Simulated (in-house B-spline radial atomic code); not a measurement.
# RPA and G0W0 on LC-wPBE: P⁴⁺

Configuration [Ne] 3s1, highest spin, mean-field start LC-wPBE. Computed with an all-electron radial atomic-structure program (B-spline basis): all electrons, scalar-relativistic (spin-free one-electron X2C), finite nucleus, each spin shell either full or empty, empty states to l = 9 with an (l + 1/2)⁻⁴ tail; G0W0 by contour deformation at full frequency.

RPA overbinds a lone outer s electron by self-correlation, and G0W0 tends to as well.

Command:
```bash
python run_gw.py task.json out
```
Settings (radii: box in bohr, nucleus in fm):
```
Z                        15
electrons                11
configuration            [Ne] 3s1
hamiltonian              x2c
method                   lc_wpbe
lmax                     9
rms_radius               3.1889
spin_polarised           True
box_radius               11.96
intervals                69
ion_configuration        [He] 2s2 2p6
```

Time taken, with all properties: 2.6 s on 1 thread of Arm Neoverse V2 (shared host).

Energies (hartree):

| term | value |
| --- | --- |
| mean-field total | -337.87287 |
| Hartree-Fock functional on these orbitals | -337.54468 |
| direct second order | -0.7054 |
| second-order exchange | 0.25948 |
| SOSEX correction | 0.24196 |

Question: What is the RPA correlation energy, and what remains with SOSEX?

Answer: RPA gives -0.64186 hartree (-1.59 eV per electron); RPA + SOSEX gives -0.3999, and the second-order doubles -0.44592 hartree (no singles). SOSEX takes back 38 % of the RPA value.

Quasi-particle levels (eV):

```csv
level,occupied,mean field,Σx - vxc,Σc,QP weight,G0W0
3s up,yes,-64.14,-0.54,?,?,?
2p down,yes,-186.46,-16.73,2.93,0.950,-200.26
2p up,yes,-186.84,-16.86,2.91,0.907,-200.78
3s down,no,-52.47,3.03,-1.82,0.968,-51.26
```

G0W0 = mean field + (Σx - vxc) + Σc, with Σc (partial-wave tail included) taken at the quasi-particle energy. Only the outer levels were computed. Levels of low weight are left out.

Question: Where does G0W0 put 3s up?

Answer: At -65.92 eV, with Σc = -1.23 eV and a quasi-particle weight of 0.979. The tabulated removal energy is 65.025 eV (NIST, measured); the calculation leaves out spin-orbit coupling, Breit and QED terms, and what these don't explain is the method's own error.

Question: What does it cost to remove one electron (to [He] 2s2 2p6) by differences of total energies, each species on its own start (correlation terms add to the Hartree-Fock functional)?

Answer: LC-wPBE 65.55 eV, Hartree-Fock functional 64.55 eV, + RPA 65.55 eV, + RPA + SOSEX 64.96 eV, + second order 65.06 eV. Tabulated: 65.025 eV (NIST, measured); the calculation leaves out spin-orbit coupling, Breit and QED terms, and what these don't explain is the method's own error.
